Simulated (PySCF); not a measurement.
C₄H₅NS₂.

```xyz
12

C     -1.0304     2.1192     0.5154
C     -0.0334     1.0705     0.1521
N      1.2713     1.4300    -0.0705
C      2.0088     0.3997    -0.3736
S      1.1827    -1.1221    -0.4035
C     -0.2934    -0.2857     0.0068
S     -1.8012    -1.1379     0.3065
H     -1.0278     2.9185    -0.2421
H     -0.7597     2.5864     1.4759
H     -2.0399     1.6960     0.5969
H      3.0765     0.4603    -0.6046
H     -2.1629    -1.3338    -0.9861
```
Charge 0, spin multiplicity 1.

The structure is a stationary point at r2SCAN-D4/def2-SVP. Other conformers were not sampled.

Method: PBE/pcSseg-1 (PySCF). Non-relativistic, no solvent.

Computed absolute GIAO shielding of each atom: isotropic value and principal components (ppm):
| atom | σ(iso) | σ11 | σ22 | σ33 | span |
|---|---|---|---|---|---|
| C1 | 162.8 | 146.5 | 161.9 | 179.9 | 33.5 |
| C2 | 16.6 | -58.7 | 14.9 | 93.6 | 152.3 |
| N3 | -105.1 | -385.2 | -120.6 | 190.6 | 575.8 |
| C4 | 24.7 | -54.7 | 26.7 | 102.0 | 156.7 |
| S5 | 154.1 | -57.1 | 204.9 | 314.4 | 371.5 |
| C6 | 53.7 | -10.8 | 77.2 | 94.7 | 105.5 |
| S7 | 587.4 | 419.2 | 544.6 | 798.4 | 379.2 |
| H8 | 28.7 | 24.5 | 26.6 | 35.0 | 10.5 |
| H9 | 28.7 | 24.9 | 26.2 | 35.1 | 10.2 |
| H10 | 28.2 | 22.5 | 30.3 | 31.6 | 9.1 |
| H11 | 23.0 | 20.1 | 21.7 | 27.3 | 7.2 |
| H12 | 28.0 | 20.1 | 25.7 | 38.2 | 18.1 |
